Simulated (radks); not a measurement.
These are the eigenvalues of the occupied orbitals of an atom or ion with whole-number occupations (hartree). All-electron calculation, scalar-relativistic Kohn-Sham, LB94 model potential, spin-unpolarised, spherical densities, finite nucleus; Fermi nuclear charge, rms radius of each element as measured or else 0.836 A^(1/3) + 0.57 fm. Program: a radial shooting solver on a logarithmic mesh with Libxc functionals.

1s: -1071.524
2s: -162.4113
2p: -146.0047
3s: -31.71967
3p: -26.33655
3d: -18.01919
4s: -5.12316
4p: -3.50405
4d: -1.16836
5s: -0.55468
5p: -0.27560

Which element is it, and in what charge state? The configuration may be excited.

Answer. Z = 50, tin, charge 0: Sn in [Kr] 4d10 5s2 5p2. The list shows which subshells hold electrons but not how many an open one holds; the 1s level, -1071.5 hartree, gives Z - s = 46.3 by -(Z - s)^2/2, which with screening and relativity narrows Z to a few neighbours, and the depths of the outer levels then fix element, charge and occupations together.
